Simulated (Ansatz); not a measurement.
CH5FOSSi can be A, `CO[SiH](F)S`, or B, `OC(S)[SiH2]F`.

Computed with Ansatz on PBE0-D4/def2-TZVP structures; ΔE is electronic, products minus reactants. CBS: MP2 limit from def2 TZ/QZ plus the TZ coupled-cluster correction, frozen cores. DFT in def2-TZVPP. B3LYP here is the variant with VWN-RPA as its local correlation; programs differ in this. One conformer a species, not always the lowest.

A:

```xyz
10

C    -0.523    1.117   -1.081
O    -0.569    0.317    0.086
Si    0.688   -0.530    0.667
F     1.284   -1.405   -0.528
S     0.006   -1.728    2.262
H    -1.513    1.551   -1.228
H     0.203    1.930   -0.975
H    -0.263    0.521   -1.960
H     1.798    0.315    1.153
H    -1.110   -2.089    1.604
```

B:

```xyz
10

O     1.2383    0.7117   -0.9249
C     0.2572    0.6598    0.0763
S    -1.3495    1.3575   -0.4052
Si    0.0275   -1.1230    0.6438
F    -0.8191   -1.9042   -0.4681
H     1.2334    1.5936   -1.3131
H     0.5283    1.2694    0.9523
H    -1.7065    0.3787   -1.2547
H     1.3291   -1.8162    0.7827
H    -0.7386   -1.1273    1.9108
```

Which is lower in electronic energy at CCSD(T)/CBS, and by how much? (Estimate.)

Ansatz gave: A, by 52.9 kcal/mol.

Give E(B) − E(A) in kcal/mol with B3LYP-D4, B2PLYP, HF/def2-TZVPP, CCSD(T)/def2-TZVPP, r2SCAN-D4, CCSD/def2-TZVPP, PBE0-D4. (Estimate.)

Computed: B3LYP-D4 52.6, B2PLYP 53.8, HF/def2-TZVPP 58.2, CCSD(T)/def2-TZVPP 52.9, r2SCAN-D4 53.0, CCSD/def2-TZVPP 53.9, PBE0-D4 51.1. None reverses the order clearly.

Largest T1 diagnostic: 0.012.

In def2-TZVPP, CCSD(T) changes the Hartree–Fock value by −5.3 kcal/mol (the triples alone add −0.9 kcal/mol) and MP2 by −4.4 kcal/mol. From PBE to PBE0 (25 % exact exchange), in def2-TZVPP and without D4, E(B) − E(A) moves by +2.1 kcal/mol.
